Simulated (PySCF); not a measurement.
# Rb: ionisation energy

Rb [Kr] 5s1 (2S) → Rb⁺ [Kr] (1S), as a difference of total energies. All numbers are calculated (PySCF 2.14, scalar relativity by spin-free X2C-1e, in x2c-TZVPall (8s6p6d1f, 63 functions)). The calculations carry no spin-orbit coupling.

```json
{"method": "UHF", "ionisation energy (eV)": "3.798"}
{"method": "B3LYP", "ionisation energy (eV)": "4.326"}
{"method": "M06-2X", "ionisation energy (eV)": "4.095"}
```

Question: Which method comes closest to the reference value, and which is furthest?

Answer: The reference is 4.177 eV (measured; NIST Atomic Spectra Database, ionization energies). Closest: M06-2X (error -0.082 eV); furthest: UHF (error -0.379 eV).
